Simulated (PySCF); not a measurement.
Question: Give a PBE0-D3(BJ)/def2-SVP geometry of `[F][AlH][CH2][GeH3]`.

Answer: 
Z-matrix in Å and degrees, rows numbered from 1:
```
F 
Al  1  1.6699
C   2  1.9421  1  118.88
Ge  3  1.9554  2  114.73  1  -179.39
H   2  1.5807  1  115.44  3   179.95
H   3  1.1047  2  109.41  1   -56.84
H   3  1.1049  2  109.21  1    58.45
H   4  1.5420  3  109.89  2    59.37
H   4  1.5420  3  109.83  2   -59.48
H   4  1.5413  3  111.40  2   179.91
```

Al2 (aluminium bonded to C, F and H) is planar (angles 125.7°, 118.9° and 115.4°, sum 360.0°, 0.00 Å off the plane of its three neighbours). The 4 heavy atoms lie in one plane (0.004 Å rms). Ge4 (germanium bonded to C and 3 H) is tetrahedral (angles from 108.1° to 111.4°).

Level of theory: PySCF, PBE0-D3(BJ)/def2-SVP geometry optimisation, gas phase.

Point group: Cs (every atom within 0.08 Å of its image). Not checked by PBE0-D3(BJ)/def2-SVP frequencies. The numbers are those of one conformer (F1–Al2–C3–Ge4 -179°).

Time: 24 s of wall time; peak memory 0.44 GiB. Hardware: Arm Neoverse V2, one thread (shared host). That covers the optimisation of the geometry.
